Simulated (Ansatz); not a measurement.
Ansatz (a first-principles code) job for ClGe, SMILES [Cl][Ge] (connectivity only; charge and spin as stated), charge +1, multiplicity 1, B3LYP-D3(BJ)/def2-TZVP. 

Ansatz 0.2 input:
```yaml
crystal:
  periodic: [false, false, false]
  atoms:
    - {symbol: Cl, position_ang: [0.00000000, 0.00000000, -1.31703178]}
    - {symbol: Ge, position_ang: [0.00000000, 0.00000000, 0.69967313]}
basis:
  gaussian:
    orbitals: def2-TZVP
hamiltonian:
  xc: b3lyp
  dispersion: d3bj
total_charge: 1
relax: {f_tol: 0.002, max_steps: 200}
```

Output:

```
WARN ansatz: RAYON_NUM_THREADS=1 ignored (pool sized by the plan → 1); use --threads N
Functional definition: B3LYP
integrals: 0.02 GiB planned
652 factors; their error is unknown
mean field: 0.22 GiB planned
mean field evaluation 1: about -69029.8154 eV, gradient 4.7e1 eV
mean field evaluation 2: about -68979.4705 eV, gradient 1.3e2 eV
mean field evaluation 4: about -69035.1693 eV, gradient 7.5e0 eV
mean field evaluation 8: about -69035.2961 eV, gradient 1.4e-1 eV
mean field evaluation 16: about -69035.5425 eV, gradient 1.4e-5 eV
mean field -69035.54250314 eV, -2537.0093930191 hartree, gradient 1.4e-5 eV, S^2 0.000000; 0 other end points of the search recorded, 0 dependent functions left out
the calculation of the forces begins
reference -69035.54268091 eV, -2537.0093995520 hartree; 24, 24 occupied and 61, 61 virtual orbitals, 652 factors
relax step   1: F+E_penalty+E_count = -69035.61698497 eV  Δ(F+E_penalty+E_count) = +0.000e0 eV  max|allowed force component| = 1.468e0 eV/Å  Δτ_max = 0.0000 Å  (26 SCF iters, accepted)
these checks for a lower state are left out or cut short: starts, cluster_reference, orbital_swaps, neighbouring_geometries, increment
integrals: 0.02 GiB planned
652 factors; their error is unknown
mean field: 0.22 GiB planned
mean field -69035.58195972 eV, -2537.0108430216 hartree, gradient 3.9e-5 eV, S^2 0.000000; 0 other end points of the search recorded, 0 dependent functions left out
the calculation of the forces begins
reference -69035.58213943 eV, -2537.0108496259 hartree; 24, 24 occupied and 61, 61 virtual orbitals, 652 factors
relax step   2: F+E_penalty+E_count = -69035.65627683 eV  Δ(F+E_penalty+E_count) = -3.929e-2 eV  max|allowed force component| = 3.434e-1 eV/Å  Δτ_max = 0.0384 Å  (25 SCF iters, accepted)
these checks for a lower state are left out or cut short: starts, cluster_reference, orbital_swaps, neighbouring_geometries, increment
integrals: 0.02 GiB planned
652 factors; their error is unknown
mean field: 0.22 GiB planned
mean field -69035.58477110 eV, -2537.0109463379 hartree, gradient 3.3e-5 eV, S^2 0.000000; 0 other end points of the search recorded, 0 dependent functions left out
the calculation of the forces begins
reference -69035.58495046 eV, -2537.0109529292 hartree; 24, 24 occupied and 61, 61 virtual orbitals, 652 factors
relax step   3: F+E_penalty+E_count = -69035.65912155 eV  Δ(F+E_penalty+E_count) = -2.845e-3 eV  max|allowed force component| = 4.956e-2 eV/Å  Δτ_max = 0.0072 Å  (26 SCF iters, accepted)
these checks for a lower state are left out or cut short: starts, cluster_reference, orbital_swaps, neighbouring_geometries, increment
integrals: 0.02 GiB planned
652 factors; their error is unknown
mean field: 0.22 GiB planned
mean field evaluation 32: about -69035.5848 eV, gradient 9.7e-2 eV
mean field -69035.58482379 eV, -2537.0109482742 hartree, gradient 3.3e-5 eV, S^2 0.000000; 0 other end points of the search recorded, 0 dependent functions left out
the calculation of the forces begins
reference -69035.58500309 eV, -2537.0109548634 hartree; 24, 24 occupied and 61, 61 virtual orbitals, 652 factors
relax step   4: F+E_penalty+E_count = -69035.65917950 eV  Δ(F+E_penalty+E_count) = -5.794e-5 eV  max|allowed force component| = 4.767e-4 eV/Å  Δτ_max = 0.0012 Å  (26 SCF iters, accepted)
integrals: 0.02 GiB planned
652 factors; their error is unknown
mean field: 0.22 GiB planned
mean field -69035.58482379 eV, -2537.0109482742 hartree, gradient 3.3e-5 eV, S^2 0.000000; 1 other end points of the search recorded, 0 dependent functions left out
the calculation of the forces begins
reference -69035.58500309 eV, -2537.0109548634 hartree; 24, 24 occupied and 61, 61 virtual orbitals, 652 factors
Total energy: -69035.65935880 eV, -2537.0136873852 hartree
Atom 0 at    -0.000000     0.000000    -1.347099 Å, force     0.000000     0.000000     0.000477 eV/Å
Atom 1 at     0.000000    -0.000000     0.729741 Å, force    -0.000000    -0.000000    -0.000477 eV/Å
Dipole moment:     0.000000    -0.000000     0.481937 e Å
```

The calculation finished and met its thresholds.
